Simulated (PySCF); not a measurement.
InO at PBE0

Level: PBE0. In cc-pVTZ-PP with ECP28, O cc-pVTZ; scalar-relativistic core potentials (PySCF 2.14).

```json
{
 "state": "²Π (doublet), unpaired electrons π ↑",
 "bond length": "2.089 Å",
 "harmonic wavenumber": "508 cm⁻¹",
 "force constant": "2.14 mdyn/Å",
 "rotational constant Be": "0.2750 cm⁻¹",
 "anharmonicity ωexe": "2.46 cm⁻¹",
 "vibration–rotation constant αe": "0.00198 cm⁻¹",
 "well depth De to In + O": "3.44 eV",
 "dissociation energy D0": "3.41 eV",
 "bond order (Mayer)": "1.00",
 "dipole moment (positive dipole means In(−)O(+))": "-2.73 D"
}
```

These are scalar-relativistic numbers at best; spin–orbit coupling would shift them, the dissociation energy most. The state is the lowest determinant that a PBE0 search found; another state may lie lower at other levels.
